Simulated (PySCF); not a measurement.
CH5BrClNSi, SMILES C[Si](N)(Cl)Br. Atoms are numbered in the order given.

```xyz
10

C      1.7499    -1.3589     0.3687
Si     0.2261    -0.5854    -0.3470
N     -0.8683    -1.7683    -0.9209
Cl     0.6842     0.6163    -1.9624
Br    -0.6462     0.7658     1.2203
H      1.4908    -1.9896     1.2332
H      2.2475    -1.9804    -0.3907
H      2.4477    -0.5812     0.7109
H     -1.1443    -2.5239    -0.3020
H     -1.6427    -1.4792    -1.5093
```
Charge 0, spin multiplicity 1.

Coordinates come from a PBE0-D3(BJ)/def2-SVP optimisation. The values are those of a single conformer.

All values below come from PBE/pcSseg-1 run with PySCF.

GIAO shieldings, no solvent; atoms listed in one row are averaged. δ = σ(ref) − σ: ¹³C against TMS (σ = 182.0 ppm); ²⁹Si against TMS (σ = 335.4 ppm); ¹⁵N against NH3 (σ = 267.0 ppm); ³⁵Cl against HCl (σ = 936.5 ppm); ¹H against TMS (σ = 31.49 ppm), references at their B3LYP-D3(BJ)/def2-TZVP geometries, non-relativistic (without spin–orbit terms, shifts of atoms bonded to Cl or Br come out too high).

```json
[
 {"nucleus": "¹³C", "atoms": "C1", "count": "1", "δ (ppm)": "11.2"},
 {"nucleus": "²⁹Si", "atoms": "Si2", "count": "1", "δ (ppm)": "30.6"},
 {"nucleus": "¹⁵N", "atoms": "N3", "count": "1", "δ (ppm)": "59.7"},
 {"nucleus": "³⁵Cl", "atoms": "Cl4", "count": "1", "δ (ppm)": "111.7"},
 {"nucleus": "¹H", "atoms": "H10", "count": "1", "δ (ppm)": "1.64"},
 {"nucleus": "¹H", "atoms": "H9", "count": "1", "δ (ppm)": "1.36"},
 {"nucleus": "¹H", "atoms": "H6, H7, H8", "count": "3", "δ (ppm)": "0.97"}
]
```
